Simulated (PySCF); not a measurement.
Numbering as in the mapped SMILES `[N:1]#[C:2][c:3]1[cH:4][cH:5][cH:6][c:7]([F:8])[cH:9]1`. Hydrogens are named by the atom that carries them.

[PySCF 2.14.0 with density-fitted response routines: PBE0/pcSseg-1 with gauge-including orbitals; geometry from GFN2-xTB; no relativistic terms; single conformer; isolated molecule]

δ = σ(ref) − σ, references computed at the same level: ¹³C and ¹H against TMS; ¹⁵N against NH3; ¹⁹F against CFCl3.

```csv
atoms,nucleus,count,δ (ppm)
C7,¹³C,1,172.7
C2,¹³C,1,?
N1,¹⁵N,1,318.6
C4,¹³C,1,135.2
H(C5),¹H,1,?
H(C9),¹H,1,7.67
H(C6),¹H,1,7.58
C3,¹³C,1,?
C6,¹³C,1,125.9
C5,¹³C,1,136.6
F8,¹⁹F,1,?
H(C4),¹H,1,7.73
C9,¹³C,1,126.9
```

**Question.** Fill in the missing shifts.

**Answer.** 
- C2: 123.4 ppm, nitrile carbon; this is the usual window of a C≡N carbon, which has no attached hydrogen
- C3: 119.7 ppm, substituted aromatic carbon
- H(C5): 7.76 ppm, hydrogen on an aromatic CH; the ring current deshields protons in the ring plane
- F8: -111.7 ppm, aryl fluorine

Shifts are as computed. Against solution values, carbons near 30 ppm lie about +3 ppm off and those near 130 ppm about +5 ppm. Of 1211 compounds with measured shifts, 218 miss one by over three times the rms of a fit or turn the order of signals round; such compounds aren't used in these exercises. Unscaled 19F shifts against computed CFCl3 carry errors that often reach 10 to 50 ppm. Experimental scales use liquid or dissolved standards, which lie at an offset from isolated NH3 (liquid NH3: subtract about 20 ppm). Unscaled 15N shifts of sp2 nitrogen come out 20 to 40 ppm too high even then.
